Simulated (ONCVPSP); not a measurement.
## Gd: one change to an ONCV potential, before and after

Gd (Z = 64), optimised norm-conserving Vanderbilt (ONCV), made with ONCVPSP 4.0.1 (PBE, scalar-relativistic). Core [Kr] 4d10 4f7, reference 5s2 5p6 5d1 6s1 6p1. Waves: 5s+6s: rc 2.20 bohr, ncon 3, nbas 6, qcut 5.5 1/bohr, 2 projectors; 5p+6p: rc 3.10 bohr, ncon 4, nbas 8, qcut 4.7 1/bohr, 2 projectors; 5d: rc 2.25 bohr, ncon 4, nbas 9, qcut 4.6 1/bohr, 1 projector. Local part: polynomial inside 2.15 bohr (lpopt 5, dvloc0 0 Ha). Core correction: Teter function, fcfact 3, rcfact 1.55.

Change: local potential polynomial inside 2.15 bohr (lpopt 5, dvloc0 -1.5 Ha).

Cutoffs: the cutoffs (Ha) at which the residual kinetic energy of the hardest occupied pseudo-wave falls to 1 and 0.1 mHa per electron; they do not see the model core or the augmentation charge, which bear on the density cutoff. Errors are all-electron minus pseudo energies relative to the spin-unpolarised reference configuration.

Task: Predict the effect on cutoff, ghosts and configuration errors.

Result: The potential gets neither clearly harder nor softer (10 Ha and 12 Ha → 10 Ha and 12 Ha); the errors of the 3 common tests hardly move; the range in which the d phases agree narrows (upper end at the end of the scan → 1.6); neither file shows a bound ghost.

```csv
quantity,base,changed
"cutoff, loose",10 Ha,10 Ha
"cutoff, tight",12 Ha,12 Ha
bound ghosts,none,none
GHOST(+) flags under 300 eV,none,none
"tests counted as reliable (solved cleanly; for ONCVPSP, near-neutral configurations with less than one 5d electron left out)",3 of 4,3 of 4
"error for 5s2 5p6 5d1 6s2 6p0, meV [ΔE -2.87 eV]",+0.3,+0.2
"error for 5s2 5p6 5d1 6s1 6p0, meV [ΔE 3.78 eV]",+0.5,+0.5
"error for 5s2 5p6 5d1 6s0 6p0, meV [ΔE 15.88 eV]",+4.8,+5.0
s: phases at 2.23 bohr within 0.05 rad from the reference energy up to (Ha; the scan ends near 5),2.4,3.1
p: phases at 3.14 bohr within 0.05 rad from the reference energy up to (Ha; the scan ends near 5),2.4,2.4
d: phases at 2.29 bohr within 0.05 rad from the reference energy up to (Ha; the scan ends near 5),to the end of the scan,1.6
"rms error of d²Exc/dni dnj with the model core, mHa",0.52,0.52
```

Base: Tests not counted: 5s2 5p6 5d0 6s2 6p0 (all-electron energy unsafe for a near-neutral lanthanide with less than one 5d electron, printed error -20 meV). Changed file: Tests not counted: 5s2 5p6 5d0 6s2 6p0 (all-electron energy unsafe for a near-neutral lanthanide with less than one 5d electron, printed error -20 meV).
